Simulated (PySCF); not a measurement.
# Ionisation energy of Br³³⁺ by level of theory

Br³³⁺ 1s2 → Br³⁴⁺ 1s1 [1s1/2^1, M_J = 1/2], as a difference of total energies. Computed with PySCF 2.14 in an uncontracted even-tempered set (15 s from 53 bohr⁻², ratio 2.4; 10 p from 69 bohr⁻², ratio 2.4; 3 d from 220 bohr⁻², ratio 2.6; 3 f from 330 bohr⁻², ratio 2.6), with the two-component X2C-1e Hamiltonian. Correlated levels: nothing frozen; the 32 highest virtual spinors dropped. "Screened" scales the spin-orbit matrix elements by Boettger's factors to mimic the two-electron term; Breit and QED terms are absent.

```tsv
method	ionisation energy (eV)
GHF (screened spin-orbit)	16333.2
GMP2 (screened spin-orbit)	16334.6
```

For this ion Breit and QED terms and the two-electron picture change, all absent here, outweigh the correlation shift from GHF to GMP2.

For comparison: 16317.0 eV (theoretical estimate listed by NIST; NIST Atomic Spectra Database, ionization energies).
